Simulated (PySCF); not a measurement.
## TeH: frontier orbitals

PBE0 at R = 1.664 Å; basis Te cc-pVTZ-PP with ECP28, H cc-pVTZ; scalar-relativistic core potentials; PySCF 2.14. State: ²Π (doublet), unpaired electrons π ↑. Only the outer orbitals are listed, counted within each symmetry, core potentials removing the inner ones.

```tsv
spin	orbital	occ.	ε (eV)	on Te (%)	main shells (%)
α	4σ	1	-17.88	91	89 Te s, 9 H s
α	5σ	1	-10.20	64	53 Te p, 36 H s, 8 Te s
α	3π	1	-7.81	100	99 Te p
α	3π	1	-6.73	99	99 Te p
α	6σ	0	-0.35	48	52 H s, 44 Te p
α	7σ	0	2.94	99	83 Te s, 14 Te d
α	4π	0	5.00	96	96 Te d
β	4σ	1	-16.96	88	86 Te s, 12 H s
β	5σ	1	-9.95	63	50 Te p, 37 H s, 11 Te s
β	3π	1	-6.41	99	99 Te p
β	3π	0	-4.21	99	99 Te p
β	6σ	0	-0.11	50	51 H s, 47 Te p
β	7σ	0	3.35	98	82 Te s, 13 Te d
```

Which are the highest filled and the lowest empty level, where do they sit, and how wide is the gap?

Highest filled β 3π at -6.41 eV (in %: 99 Te p); lowest empty β 3π at -4.21 eV (in %: 99 Te p); the gap at PBE0 is 2.20 eV. Both belong to one degenerate shell, split only by its one-sided filling, so this is no excitation gap.

| Quantity | Value |
| --- | --- |
| bond order (Mayer) | 1.01 |
| ⟨S²⟩ | 0.754 |
| charge on Te (Mulliken, basis-dependent) | -0.03 |
| charge on Te (Löwdin, basis-dependent) | 0.18 |
| dipole moment (positive dipole means Te(−)H(+)) | 0.17 D |
| polarisability along the bond | 37.6 bohr³ |
| polarisability across the bond | 31.3 bohr³ |

Spin–orbit coupling is left out. The state was picked by a PBE0 search and need not be the measured ground state.
